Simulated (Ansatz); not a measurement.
Species: CH6ClSi2, charge 0, multiplicity 2. It need not be the lowest isomer of its formula. 
Coordinates optimised at B3LYP-D3(BJ)/def2-TZVP (Ansatz, a program for electronic structure):
```xyz
10

C      2.4047    -0.5004     0.1215
Si     1.0861     0.4033     1.1176
Si    -1.0839    -0.1497     0.4686
Cl    -1.1882     0.1248    -1.5938
H      3.3991    -0.1131     0.3480
H      2.2217    -0.3808    -0.9468
H      2.3959    -1.5689     0.3534
H      1.2842     0.2197     2.5828
H     -2.0904     0.7323     1.0996
H     -1.4705    -1.5598     0.7217
```
Charge 0, spin multiplicity 2.

Basis-set convergence of Hartree-Fock and CCSD correlation energies (hartree) with Ansatz. Correlated levels leave the core frozen unless marked. UHF or UKS for open shells. No spin-orbit coupling. No relativistic terms.

```json
[
 {"basis": "aug-cc-pV(D+d)Z", "functions": "173", "E(HF)": "-1078.77007", "E(corr, CCSD)": "-0.55633"},
 {"basis": "aug-cc-pV(T+d)Z", "functions": "349", "E(HF)": "-1078.81822", "E(corr, CCSD)": "-0.66655"},
 {"basis": "aug-cc-pV(Q+d)Z", "functions": "623", "E(HF)": "-1078.82948", "E(corr, CCSD)": "-0.70143"}
]
```

Extrapolating the two largest sets (X = 3 and 4) as X^-3: E(corr) = (64·(-0.70143) - 27·(-0.66655))/37 = -0.7269 Eh, an estimate of the basis-set limit. The largest set recovers 96.5 % of it, the smallest 76.5 %.
